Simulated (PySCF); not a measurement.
O₃Zr, SMILES [O]=[Zr]1[O][O]1, multiplicity 1. The structure is a stationary point at PBE-D3(BJ)/def2-TZVP. The multiplicity is an assumed one; other spin states were not compared. The def2 effective core potentials stand for the cores of Zr; spin–orbit coupling is left out.

Computed equilibrium geometry at PBE-D3(BJ)/def2-TZVP (PySCF confirms it by a frequency run) as Cartesian coordinates in Å, and its point group:
point group Cs.
```xyz
4

Zr     0.3195     0.2664     0.0000
O     -0.9145     1.5361     0.0000
O     -0.3414    -1.4341     0.7468
O     -0.3414    -1.4341    -0.7468
```
